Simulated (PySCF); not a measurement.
H5OSi2 (SMILES [SiH2]O[SiH3]), doublet, geometry from GFN2-xTB; B3LYP/6-31G in PySCF.

The PySCF input:
```python
from pyscf import gto, scf, dft

mol = gto.M(
    atom='''
Si    1.543794   -0.434223    0.395011
O    -0.037105   -0.099175    0.235995
Si   -1.435658    0.415210   -0.393045
H     1.907439   -1.404017   -0.628423
H     2.276460    0.823697    0.364532
H    -1.243224    1.789971   -0.853745
H    -1.766848   -0.474389   -1.504866
H    -2.390882    0.324322    0.707005
''',
    basis='6-31g',
    charge=0,
    spin=1,
    verbose=4,
)

mf = dft.UKS(mol)
mf.xc = 'b3lyp'
mf.kernel()
```

What the program printed (banner, timings and long lists left out):

```
PySCF version 2.14.0

[INPUT] verbose = 4
[INPUT] num. atoms = 8
[INPUT] num. electrons = 41
[INPUT] charge = 0
[INPUT] spin (= nelec alpha-beta = 2S) = 1
[INPUT] symmetry False subgroup None
[INPUT] Mole.unit = angstrom
[INPUT] Symbol           X                Y                Z      unit          X                Y                Z       unit  Magmom
[INPUT]  1 Si     1.543794000000  -0.434223000000   0.395011000000 AA    2.917347852747  -0.820562546987   0.746462606191 Bohr   0.0
[INPUT]  2 O     -0.037105000000  -0.099175000000   0.235995000000 AA   -0.070118287852  -0.187413588404   0.445965916767 Bohr   0.0
[INPUT]  3 Si    -1.435658000000   0.415210000000  -0.393045000000 AA   -2.713000428541   0.784633184181  -0.742747404630 Bohr   0.0
[INPUT]  4 H      1.907439000000  -1.404017000000  -0.628423000000 AA    3.604537309314  -2.653207604233  -1.187547360378 Bohr   0.0
[INPUT]  5 H      2.276460000000   0.823697000000   0.364532000000 AA    4.301885933527   1.556561739626   0.688865643640 Bohr   0.0
[INPUT]  6 H     -1.243224000000   1.789971000000  -0.853745000000 AA   -2.349352871486   3.382554960914  -1.613344230217 Bohr   0.0
[INPUT]  7 H     -1.766848000000  -0.474389000000  -1.504866000000 AA   -3.338858823736  -0.896465286506  -2.843784594170 Bohr   0.0
[INPUT]  8 H     -2.390882000000   0.324322000000   0.707005000000 AA   -4.518112176152   0.612879756171   1.336045818698 Bohr   0.0

nuclear repulsion = 150.732167411332
number of shells = 29
number of NR pGTOs = 134
number of NR cGTOs = 45
basis = 6-31g
ecp = {}

******** <class 'pyscf.dft.uks.UKS'> ********
method = UKS
initial guess = minao
damping factor = 0
level_shift factor = 0
DIIS = <class 'pyscf.scf.diis.CDIIS'>
diis_start_cycle = 1
diis_space = 8
diis_damp = 0
SCF conv_tol = 1e-09
SCF conv_tol_grad = None
SCF max_cycles = 50
direct_scf = True
direct_scf_tol = 1e-13
number electrons alpha = 21  beta = 20
XC library pyscf.dft.libxc version 7.1.2
    S. Lehtola, C. Steigemann, M. J. T. Oliveira, and M. A. L. Marques,  SoftwareX 7, 1–5 (2018)
XC functionals = b3lyp
    P. J. Stephens, F. J. Devlin, C. F. Chabalowski, and M. J. Frisch,  J. Phys. Chem. 98, 11623 (1994)
radial grids:
    Treutler-Ahlrichs [JCP 102, 346 (1995); DOI:10.1063/1.469408] (M4) radial grids

becke partition: Becke, JCP 88, 2547 (1988); DOI:10.1063/1.454033
pruning grids: <function nwchem_prune>
grids dens level: 3
symmetrized grids: False
atomic radii adjust function: <function treutler_atomic_radii_adjust>
small_rho_cutoff = 0
Set gradient conv threshold to 3.16228e-05
tot grids = 101488
init E= -657.285640897745

cycle= 1 E= -656.984322465673  delta_E= 0.301  |g|= 0.575  |ddm|= 1.82
cycle= 2 E= -656.446416419124  delta_E= 0.538  |g|= 1.25  |ddm|= 1.54
cycle= 3 E= -657.110754863694  delta_E= -0.664  |g|= 0.0557  |ddm|= 1.23
cycle= 4 E= -657.112709087478  delta_E= -0.00195  |g|= 0.017  |ddm|= 0.129
cycle= 5 E= -657.112949798102  delta_E= -0.000241  |g|= 0.00131  |ddm|= 0.0313
cycle= 6 E= -657.112952069801  delta_E= -2.27e-06  |g|= 0.000401  |ddm|= 0.00353
cycle= 7 E= -657.112952295951  delta_E= -2.26e-07  |g|= 0.000121  |ddm|= 0.0013
cycle= 8 E= -657.112952313246  delta_E= -1.73e-08  |g|= 3.34e-05  |ddm|= 0.000349
cycle= 9 E= -657.11295231467  delta_E= -1.42e-09  |g|= 5.43e-06  |ddm|= 9.51e-05
cycle= 10 E= -657.11295231471  delta_E= -4.05e-11  |g|= 8.44e-07  |ddm|= 2.07e-05
Extra cycle  E= -657.112952314711  delta_E= -9.09e-13  |g|= 7.4e-07  |ddm|= 3.31e-06
converged SCF energy = -657.112952314711  <S^2> = 0.75071617  2S+1 = 2.000716
```
